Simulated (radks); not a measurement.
Spherical quantum dot in the effective-mass picture: electrons in a well V = -V0 / (1 + exp((r - R)/a)) with V0 = 19.8, R = 3.23, a = 0.33, with a point charge +2 (a donor) at the centre, all in effective atomic units (hartree* = m*/eps^2 hartree, bohr* = eps/m* bohr), one dielectric constant everywhere. Calculated with a radial shooting solver with Libxc functionals: non-relativistic Kohn-Sham, LDA (Slater exchange, Perdew-Wang correlation), spin-polarised, spherical densities. Levels are named by radial order and angular momentum (1s, 1p, 1d, 2s, ...), and open shells are averaged over m. Results are scaled to m* = 0.244 and eps = 15.5, for which hartree* = 27.64 meV and bohr* = 3.362 nm. Each electron was tried in the lowest free levels, single moves between levels near the top were tried too, and the lowest total energy was kept; such a search can miss a lower state. At N = 1 the Hartree and exchange-correlation terms need not cancel, so that row can carry a self-interaction error.

| N | open shells | 2S | E (meV) | mu = E(N) - E(N-1) (meV) | addition energy mu(N+1) - mu(N) (meV) | e(HOMO) (meV) | rms radius (nm) |
|---|---|---|---|---|---|---|---|
| 1 | 1s(up 1, down 0) | 1 | -599.864 | -599.86 | 31.12 | -587.42 | 2.807 |
| 2 | none | 0 | -1168.60 | -568.74 | 58.09 | -558.21 | 3.200 |
| 3 | 1p(up 1, down 0) | 1 | -1679.26 | -510.65 | 13.14 | -504.22 | 4.161 |
| 4 | 1p(up 2, down 0) | 2 | -2176.77 | -497.51 | 13.53 | -490.76 | 4.625 |
| 5 | 1p(up 3, down 0) | 3 | -2660.75 | -483.98 | 17.34 | -477.21 | 4.926 |
| 6 | 1p(up 3, down 1) | 2 | -3127.39 | -466.64 | 12.48 | -460.48 | 5.157 |
| 7 | 1p(up 3, down 2) | 1 | -3581.55 | -454.16 | 12.74 | -447.81 | 5.339 |
| 8 | none | 0 | -4022.98 | -441.42 | 23.53 | -435.04 | 5.489 |
| 9 | 2s(up 1, down 0) | 1 | -4440.87 | -417.89 | 15.60 | -411.20 | 5.634 |
| 10 | none | 0 | -4843.15 | -402.29 | 19.67 | -395.26 | 5.741 |
| 11 | 1d(up 1, down 0) | 1 | -5225.78 | -382.62 | 11.64 | -376.80 | 5.879 |
| 12 | 1d(up 2, down 0) | 2 | -5596.76 | -370.98 | 11.64 | -365.16 | 5.999 |
| 13 | 1d(up 3, down 0) | 3 | -5956.09 | -359.34 | 11.63 | -353.52 | 6.104 |
| 14 | 1d(up 4, down 0) | 4 | -6303.80 | -347.71 | 11.60 | -341.90 | 6.198 |
| 15 | 1d(up 5, down 0) | 5 | -6639.91 | -336.11 | 14.49 | -330.32 | 6.283 |
| 16 | 1d(up 5, down 1) | 4 | -6961.52 | -321.62 | 11.25 | -316.00 | 6.362 |
| 17 | 1d(up 5, down 2) | 3 | -7271.89 | -310.37 | 11.26 | -304.74 | 6.434 |
| 18 | 1d(up 5, down 3) | 2 | -7571.00 | -299.11 | 11.25 | -293.48 | 6.502 |
| 19 | 1d(up 5, down 4) | 1 | -7858.86 | -287.86 | 11.24 | -282.24 | 6.564 |
| 20 | none | 0 | -8135.48 | -276.62 | 32.40 | -271.01 | 6.623 |
| 21 | 1f(up 1, down 0) | 1 | -8379.70 | -244.22 | 10.79 | -238.82 | 6.691 |
| 22 | 1f(up 2, down 0) | 2 | -8613.13 | -233.43 | 10.78 | -228.03 | 6.755 |
| 23 | 1f(up 3, down 0) | 3 | -8835.77 | -222.65 | 10.77 | -217.26 | 6.814 |
| 24 | 1f(up 4, down 0) | 4 | -9047.65 | -211.88 | 10.75 | -206.50 | 6.870 |
| 25 | 1f(up 5, down 0) | 5 | -9248.78 | -201.13 | 10.73 | -195.77 | 6.923 |
| 26 | 1f(up 6, down 0) | 6 | -9439.19 | -190.41 | 10.70 | -185.05 | 6.973 |
| 27 | 1f(up 7, down 0) | 7 | -9618.89 | -179.70 | 13.37 | -174.36 | 7.020 |
| 28 | 1f(up 7, down 1) | 6 | -9785.22 | -166.33 | 10.51 | -161.07 | 7.066 |
| 29 | 1f(up 7, down 2) | 5 | -9941.04 | -155.82 | 10.50 | -150.57 | 7.109 |
| 30 | 1f(up 7, down 3) | 4 | -10086.4 | -145.32 | 10.49 | -140.07 | 7.151 |
| 31 | 1f(up 7, down 4) | 3 | -10221.2 | -134.83 | 10.48 | -129.59 | 7.191 |
| 32 | 1f(up 7, down 5) | 2 | -10345.5 | -124.35 | 10.46 | -119.12 | 7.230 |
| 33 | 1f(up 7, down 6) | 1 | -10459.4 | -113.89 | 10.44 | -108.67 | 7.267 |
| 34 | none | 0 | -10562.9 | -103.45 | 33.29 | -98.237 | 7.303 |
| 35 | 1g(up 1, down 0) | 1 | -10633.1 | -70.158 | - | -65.077 | 7.343 |

All shells are closed at N = 2, 8, 10, 20, 34 (there: 1s2 1p6 1d10 2s2 1f14); the second difference of the energy has clear peaks (12 % above both neighbours; the first and last values, which can be the largest, are not judged, and half-filled shells can peak too) at N = 2, 5, 8, 10, 15, 20, 27.
